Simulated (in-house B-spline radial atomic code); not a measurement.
Re³⁺ is squeezed into an impenetrable sphere of radius R (the orbitals vanish at R). Computed with a radial B-spline atomic code at the basis-set limit: Dirac-Kohn-Sham LDA VWN5, spherical fractional occupations, Fermi nucleus of rms radius 5.3698 fm.

Energies in eV above the free ion in [Xe] 4f14 5d4:

```
R (bohr)  highest level (eV)  [Xe] 4f14 5d4  [Kr] 4d10 4f14 5s2 5p5 5d5  [Xe] 4f14 5d3 5f1
    7.52               -32.9      0.0002113                       44.44              24.91
    6.66               -32.9       0.001991                       44.45              25.26
    5.38               -32.9        0.04946                       44.49              26.71
    4.48               -32.5         0.4209                       44.88              29.55
     3.5               -30.3           3.94                       48.77              39.21
    3.06               -27.2          10.85                        56.5              51.28
    2.74               -22.7          23.38                        70.4              69.23
    2.09                3.15          130.2                       185.1              194.8
     1.9                21.2          227.2                       286.9              300.2
    1.44                 129           1003                        1086               1104
```

Q: Does [Kr] 4d10 4f14 5s2 5p5 5d5 fall below [Xe] 4f14 5d4 under compression?

A: No, it stays above over the whole range.

Q: Does [Xe] 4f14 5d3 5f1 fall below [Xe] 4f14 5d4 under compression?

A: No, it stays above over the whole range.

The highest level is first positive in the row R = 2.09 bohr, pushed up by confinement above the zero of the free ion's potential. Each configuration is held fixed and needn't be the lowest in the sphere.
